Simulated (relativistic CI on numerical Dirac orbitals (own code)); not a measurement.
Fe²¹⁺: computed level list

Calculated at this level of theory: Dirac-Coulomb-Breit CI, orbitals from a KLI potential per configuration, model QED (radiative potential, 1s self-energy scaled to tabulated hydrogen-like ionisation energies), unscaled Slater integrals (own radial code, finite nucleus).

Configurations in the expansion (outside the closed core 1s2): 2s²2p, 2s2p², 2p³, 2p²3s, 2p²3p, 2p²3d, 2s²3s, 2s²3p, 2s²3d, 2s2p3s, 2s2p3p, 2s2p3d, 2s²4s, 2s²4p, 2s²4d, 2s²4f. Levels of other configurations are missing.

The lowest level is 2s²2p ²P°1/2, with 98 % of that term; Hund's rules for 2s²2p give ²P° with J = 1/2, in agreement.

```csv
No.,Configuration,Term,J,E (eV),%,Lifetime (s)
1,2s²2p,²P°,1/2,0.00,98,
2,2s²2p,²P°,3/2,14.64,97,6.79e-05
3,2s2p²(3P),⁴P,1/2,49.70,96,1.10e-08
4,2s2p²(3P),⁴P,3/2,56.55,99,1.04e-07
5,2s2p²(3P),⁴P,5/2,63.17,95,1.50e-08
6,2s2p²(1D),²D,3/2,91.88,95,9.12e-11
7,2s2p²(1D),²D,5/2,94.61,95,1.65e-10
8,2s2p²(3P),²P,1/2,106.87,59,2.54e-11
9,2s2p²(1S),²S,1/2,122.26,59,2.67e-11
10,2s2p²(3P),²P,3/2,124.19,95,1.93e-11
11,2p³,⁴S°,3/2,155.85,91,2.21e-11
12,2p³,²D°,3/2,174.11,83,4.58e-11
13,2p³,²D°,5/2,177.85,100,4.73e-11
14,2p³,²P°,1/2,196.08,98,2.21e-11
15,2p³,²P°,3/2,203.12,79,2.27e-11
16,2s²3s,²S,1/2,1005.67,95,3.40e-13
17,2s²3p,²P°,1/2,1028.16,92,3.86e-12
18,2s²3p,²P°,3/2,1032.29,91,3.69e-12
19,2s2p3s,⁴P°,1/2,1050.36,96,3.27e-13
20,2s²3d,²D,3/2,1052.97,95,5.18e-14
21,2s2p3s,⁴P°,3/2,1054.12,92,3.12e-13
22,2s²3d,²D,5/2,1054.19,95,5.37e-14
23,2s2p3s,²P°,1/2,1063.24,94,4.32e-13
24,2s2p3s,⁴P°,5/2,1064.35,98,2.92e-13
25,2s2p3p,⁴D,1/2,1070.07,76,5.50e-13
26,2s2p3p,⁴D,3/2,1073.39,75,6.67e-13
27,2s2p3s,²P°,3/2,1074.04,91,3.33e-13
28,2s2p3p,²P,3/2,1078.11,31,2.85e-13
29,2s2p3p,²P,1/2,1079.32,67,1.32e-13
30,2s2p3p,⁴D,5/2,1079.60,90,1.62e-11
```

Energies count from the lowest computed level; ° marks odd parity; lifetimes are radiative, by E1, M1, E2, M2 decay to levels of this space only. Percentages are summed over parent terms; the parents shown are those of the largest component, closed shells are left out there.

The mean weight of the leading LS term, summed over parents, in these 30 levels is 87 %, and that of the leading jj configuration (from the same eigenvectors) 81 %.

At this charge energies of transitions that change n are usually good to better than 1 %, and those within a shell (Δn = 0) to a few per cent.

LS names give the leading component of a level, which can be under half, so a name can repeat, a term be missing and a line seem to break the LS rules.
